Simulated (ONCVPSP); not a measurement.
## Which change was made? (N, ONCV)

nitrogen, optimised norm-conserving Vanderbilt (ONCV), made with ONCVPSP 4.0.1 (PBE, non-relativistic). Core [He], reference 2s2 2p2 (charge +1). Waves: 2s: rc 0.85 bohr, ncon 4, nbas 7, qcut 7.4 1/bohr, 3 projectors, debl 3.3 Ha; 2p: rc 1.20 bohr, ncon 3, nbas 7, qcut 8.2 1/bohr, 3 projectors, debl 0.5 Ha; d scattering state at 0.29 Ha: rc 1.05 bohr, ncon 4, nbas 7, qcut 8.1 1/bohr, 2 projectors, debl 1.1 Ha. Local part: polynomial inside 0.80 bohr (lpopt 5, dvloc0 0 Ha). Core correction: none.

In the p channel the program set the typed energies aside and used -0.760, 0.250, 0.750 Ha.

Cutoffs, loose and tight: the cutoffs (Ha) at which the residual kinetic energy of the hardest occupied pseudo-wave falls to 1 and 0.1 mHa per electron. They do not see the model core or the augmentation charge, which bear on the density cutoff. Test errors are all-electron minus pseudo excitation energies from the reference, over the configurations 2s2 2p3; 2s2 2p1; 2s2 2p0; 2s1 2p3; variants that change the core or the reference have their own tests.

The base gives: outcome: generated, projector energies reset by the program; cutoff, loose: 31 Ha; cutoff, tight: 116 Ha; bound ghosts: s, p; GHOST(+) flags above zero: s, p; largest test error (meV): +376.

**Question.** After one change the result is: outcome: generated, projector energies reset by the program; cutoff, loose: 87 Ha; cutoff, tight: 150 Ha; bound ghosts: s, p; GHOST(+) flags above zero: s, d; largest test error (meV): +476. Which change was it?
A. s: nproj 2
B. s: qcut 6.1; p: qcut 6.8; d: qcut 6.7
C. local potential polynomial inside 0.80 bohr (lpopt 5, dvloc0 7 Ha)

**Answer.** B. The others give: s: nproj 2 → outcome: generated, projector energies reset by the program; cutoff, loose: 31 Ha; cutoff, tight: 116 Ha; bound ghosts: p; GHOST(+) flags above zero: p; largest test error (meV): +376 | local potential polynomial inside 0.80 bohr (lpopt 5, dvloc0 7 Ha) → outcome: generated, projector energies reset by the program; cutoff, loose: 31 Ha; cutoff, tight: 116 Ha; bound ghosts: s; GHOST(+) flags above zero: s, p; largest test error (meV): +376.
